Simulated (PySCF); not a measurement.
C₅H₇ClF (doublet state).
Structure used (GFN2-xTB), in Å, numbered top down from 1:
```xyz
14
C5H7ClF angstrom
F     -1.304   -0.877    1.446
C     -1.119   -0.452    0.145
C      0.112   -1.142   -0.447
C      1.299   -0.276   -0.005
C      0.690    1.068    0.174
Cl     1.582    2.509    0.096
C     -0.796    1.044    0.137
H     -2.048   -0.701   -0.378
H      0.025   -1.142   -1.533
H      0.185   -2.170   -0.097
H      2.115   -0.275   -0.733
H      1.711   -0.651    0.941
H     -1.202    1.521   -0.765
H     -1.250    1.543    0.999
```

The hyperfine couplings belong to this conformer and change with its torsions.

The species is `F[C@@H]1CC[C](Cl)C1` [radical].

Method used: UKS B3LYP, pcH-1 on C Cl F H, non-relativistic, mean-field spin-orbit, GIAO (PySCF). Isolated species at its GFN2-xTB geometry (one conformer only). Couplings are sensitive to structure, and on GFN2-xTB geometries they can be far from those on DFT ones. No stability test was run, so a lower SCF solution isn't excluded.

Principal values of hyperfine tensors in MHz (contact, dipolar and spin–orbit terms together), for some of the nuclei:

| atom | isotope | A1 | A2 | A3 |
| --- | --- | --- | --- | --- |
| H12 | 1H | 123.13 | 124.22 | 137.56 |
| C5 | 13C | 36.60 | 38.85 | 282.50 |
| H14 | 1H | 85.04 | 85.61 | 98.64 |
| H11 | 1H | 60.57 | 61.46 | 72.70 |
| C4 | 13C | -33.41 | -31.37 | -29.57 |
| C7 | 13C | -31.77 | -30.25 | -28.01 |
| C3 | 13C | 6.28 | 6.73 | 10.00 |
| Cl6 | 35Cl | -20.98 | -11.36 | 48.63 |

**Question.** Give the isotropic coupling of each nucleus in MHz and in mT (g = 2.0053), and the anisotropic part.

**Answer.** a_iso is a third of the trace, T = A − a_iso, and a(mT) = a(MHz)/(g × 13.996). The tensors hold a spin–orbit part: the run splits a_iso into a_FC + a_SO, and T includes its anisotropic share.

```json
{"atom": "H12", "a_iso (MHz)": "128.30", "a_FC": "128.30", "a_SO": "0.01", "a_iso (mT)": "4.571", "T1": "-5.17", "T2": "-4.08", "T3": "9.26"}
{"atom": "C5", "a_iso (MHz)": "119.32", "a_FC": "118.86", "a_SO": "0.46", "a_iso (mT)": "4.251", "T1": "-82.72", "T2": "-80.47", "T3": "163.18"}
{"atom": "H14", "a_iso (MHz)": "89.76", "a_FC": "89.75", "a_SO": "0.01", "a_iso (mT)": "3.198", "T1": "-4.72", "T2": "-4.15", "T3": "8.87"}
{"atom": "H11", "a_iso (MHz)": "64.91", "a_FC": "64.89", "a_SO": "0.02", "a_iso (mT)": "2.313", "T1": "-4.34", "T2": "-3.45", "T3": "7.79"}
{"atom": "C4", "a_iso (MHz)": "-31.45", "a_FC": "-31.48", "a_SO": "0.03", "a_iso (mT)": "-1.121", "T1": "-1.96", "T2": "0.08", "T3": "1.88"}
{"atom": "C7", "a_iso (MHz)": "-30.01", "a_FC": "-30.04", "a_SO": "0.03", "a_iso (mT)": "-1.069", "T1": "-1.76", "T2": "-0.24", "T3": "2.00"}
{"atom": "C3", "a_iso (MHz)": "7.67", "a_FC": "7.67", "a_SO": "0.00", "a_iso (mT)": "0.273", "T1": "-1.39", "T2": "-0.94", "T3": "2.33"}
{"atom": "Cl6", "a_iso (MHz)": "5.43", "a_FC": "5.59", "a_SO": "-0.16", "a_iso (mT)": "0.193", "T1": "-26.41", "T2": "-16.79", "T3": "43.20"}
```

**Question.** What spin density at the nucleus of C5 lies behind its contact coupling (g_N = 1.40482)?

**Answer.** a_FC = 800.24 MHz bohr³ × g_N × ρ(0)/(2S). With a_FC = 118.86 MHz and 2S = 1, ρ(0) = 0.1057 bohr⁻³.

**Question.** H13 (1H, g_N = 5.58569) isn't in the table. Its spin density at the nucleus is 0.02574 bohr⁻³. What is its contact coupling?

**Answer.** By the same relation, a_FC = 115.1 MHz. Its full tensor has the principal values 110.70, 111.44, 123.10 MHz.

**Question.** Name the largest traceless tensor T of the table and describe it.

**Answer.** C5: -82.7, -80.5, 163.2 MHz (the dipolar term alone has -82.2, -81.4, 163.6), axial, in the ratio −1:−1:+2, the form that spin in one p orbital centred on that nucleus gives.

**Question.** In a single crystal, with the field along each principal axis of the tensor of C5 in turn, what first-order splitting does this nucleus give (isotropic g, quadrupole terms neglected)?

**Answer.** 2 lines (I = 1/2), spaced by |A_i|/(g × 13.996): 1.30, 1.38, 10.07 mT along the axes of A1, A2 and A3.
